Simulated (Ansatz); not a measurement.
C$_{2}$H$_{8}$F$_{2}$N$_{2}$Si, SMILES `CN[Si](F)(F)NC`, charge 0, multiplicity 1.

(1) Give a relaxed structure at PBE0-D4/def2-TZVP (Ansatz 0.2.0). (An estimate is asked.)

Answers

(1) Ansatz gave: 
Z-matrix (Å, degrees):
```
C
N 1 1.450
H 1 1.096 2 112.7
H 1 1.094 2 111.0 3 -121.6
H 1 1.090 2 109.5 3 119.9
Si 2 1.684 1 126.7 3 -99.9
H 2 1.007 1 114.1 3 63.2
F 6 1.594 2 105.6 1 -27.8
F 6 1.594 2 116.6 1 85.7
N 6 1.684 2 109.7 1 -154.3
C 10 1.450 6 126.7 2 -154.2
H 10 1.007 6 117.2 2 43.1
H 11 1.096 10 112.7 6 -99.9
H 11 1.094 10 111.0 6 138.4
H 11 1.090 10 109.5 6 20.0
```
Point group C2.
This is one stationary point; other conformers may exist.
